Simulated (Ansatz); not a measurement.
`O[Si](O)(F)O[SiH3]` at its PBE0-D4/def2-TZVP geometry, where that method's forces vanish. The species carries charge 0 and has multiplicity 1.

| atom | x (Å) | y (Å) | z (Å) |
| --- | --- | --- | --- |
| O1 | -1.767 | 1.416 | 0.339 |
| Si2 | -0.668 | 0.318 | 0.810 |
| O3 | -1.324 | -1.157 | 0.701 |
| F4 | -0.245 | 0.657 | 2.302 |
| O5 | 0.676 | 0.335 | -0.069 |
| Si6 | 1.584 | -0.483 | -1.165 |
| H7 | -1.621 | 2.335 | 0.565 |
| H8 | -2.228 | -1.276 | 0.993 |
| H9 | 2.697 | 0.408 | -1.573 |
| H10 | 0.764 | -0.835 | -2.350 |
| H11 | 2.130 | -1.719 | -0.553 |

(1) For each bond, give half the difference of the two atoms' forces along it (eV/Å; positive pushes the atoms apart) under PBE-D4, r2SCAN-D4, B3LYP-D4, ωB97M-V in def2-TZVPP. (Best estimate.)

Results:

(1) Ansatz gave: 
```tsv
bond	length (Å)	PBE-D4	r2SCAN-D4	B3LYP-D4	ωB97M-V
O1–Si2	1.623	0.15	0.02	0.07	0.06
O1–H7	0.958	0.30	0.01	-0.02	-0.07
Si2–O3	1.618	0.18	0.03	0.08	0.07
Si2–F4	1.588	0.38	0.03	0.13	0.10
Si2–O5	1.606	0.14	0.05	0.00	0.02
O3–H8	0.958	0.30	0.01	-0.02	-0.06
O5–Si6	1.641	0.13	-0.01	0.11	0.12
Si6–H9	1.483	0.04	-0.03	-0.10	-0.14
Si6–H10	1.484	0.03	-0.02	-0.07	-0.13
Si6–H11	1.484	0.03	-0.02	-0.08	-0.13
```

B3LYP here is the variant with VWN-RPA as its local correlation; programs differ in this.
